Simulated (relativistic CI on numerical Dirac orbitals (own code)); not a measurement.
## Spin-allowed bands of a d8 ion in an octahedral site, by hand

Problem. Take Δ = 7650 cm⁻¹ and B = 850 cm⁻¹ for a d8 ion in an octahedral site. Calculate the three spin-allowed bands.

Working.
1. The terms of highest spin are 3F (energy 0) and 3P (15B = 12750 cm⁻¹). Here the F term splits into A2 at −1.2Δ = -9180, T2 at −0.2Δ = -1530 and T1 at +0.6Δ = 4590 cm⁻¹.
2. The two T1 states mix through the element 0.4Δ: H = [[4590, 3060], [3060, 12750]], with roots ½(H₁₁ + H₂₂) ∓ ½√[(H₂₂ − H₁₁)² + 4H₁₂²] = ½(17340) ∓ ½(10200) = 3570 and 13770 cm⁻¹.
3. The ground term is 3A2 at -9180 cm⁻¹.
4. Bands: 3T2 7650 cm⁻¹ (1307 nm), 3T1(F) 12750 cm⁻¹ (784 nm), 3T1(P) 22950 cm⁻¹ (436 nm).

Check. Exact diagonalisation of the whole d8 shell with these parameters gives 3T2 7650, 3T1 12750, 3T1 22950 cm⁻¹. The match is exact, since without spin-orbit coupling no other term has this spin. The ratio of the second band to the first, 1.667, depends on Δ/B = 9.0 alone, which is how a Tanabe-Sugano diagram is read.
